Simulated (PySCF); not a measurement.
## Two-component Hartree-Fock for Tm²⁺ (thulium, charge +2)

Start: [Xe] 4f13; 4f5/2 filled at m_j = -5/2, -3/2, -1/2, +1/2, +3/2, +5/2; 4f7/2 filled at m_j = -5/2, -3/2, -1/2, +1/2, +3/2, +5/2, +7/2. Calculated with PySCF 2.14 in x2c-QZVPPall-2c (16s16p12d6f4g1h, 213 functions): generalised Hartree-Fock with the X2C-1e Hamiltonian and a Gaussian nucleus; one run each with spin-orbit coupling (SO) switched off, then screened by Boettger's factors.

```tsv
spinor shell	electrons	ε, spin-free (eV)	ε, screened SO (eV)	weight of nominal j (screened SO)	rms radius, screened SO (bohr)
1s1/2	2	-59707.6	-59693.5	1.000	0.0227
2s1/2	2	-10216.0	-10211.7	1.000	0.0917
2p1/2	2	-9019.6	-9715.3	1.000	0.0783
2p3/2	4	-9019.6	-8729.7	1.000	0.0852
3s1/2	2	-2362.4	-2361.1	1.000	0.235
3p1/2	2	-1993.2	-2142.7	1.000	0.227
3p3/2	4	-1993.2	-1930.1	1.000	0.241
3d3/2	4	-1534.6	-1561.9	1.000	0.214
3d5/2	6	-1534.6	-1515.3	1.000	0.218
4s1/2	2	-503.83	-503.48	1.000	0.530
4p1/2	2	-380.08	-414.56	0.999	0.542
4p3/2	4	-380.08	-365.48	1.000	0.574
4d3/2	4	-212.60	-218.88	0.994	0.612
4d5/2	6	-212.60	-208.19	0.996	0.624
5s1/2	2	-78.724	-78.680	1.000	1.34
5p1/2	2	-47.480	-51.963	0.993	1.50
5p3/2	4	-47.480	-45.627	0.997	1.62
4f5/2	6	-27.936	-29.030	0.947	0.871
4f7/2	7	-27.936	-26.884	0.955	0.899
```

| quantity | spin-free | screened SO |
| --- | --- | --- |
| E (hartree) | -13556.77904 | -13568.80117 |
| M_J | 7/2 | 7/2 |
| ⟨J²⟩ | 15.760 | 15.760 |
| ⟨L²⟩ | 12.009 | 12.109 |
| ⟨S²⟩ | 0.751 | 0.850 |

Each row is a mean over spinors that exchange with the open shell spreads, by up to 9.504 eV (4d5/2).

Breit and QED terms are absent; they matter most for the inner s and p1/2 levels.

Densities and radii are taken from the X2C orbitals without a picture-change correction, which distorts them close to the nucleus.

Without spin-orbit coupling the j labels of p, d and f shells carry no meaning; the spin-free column gives the mean over the occupied spinors of each nl shell.
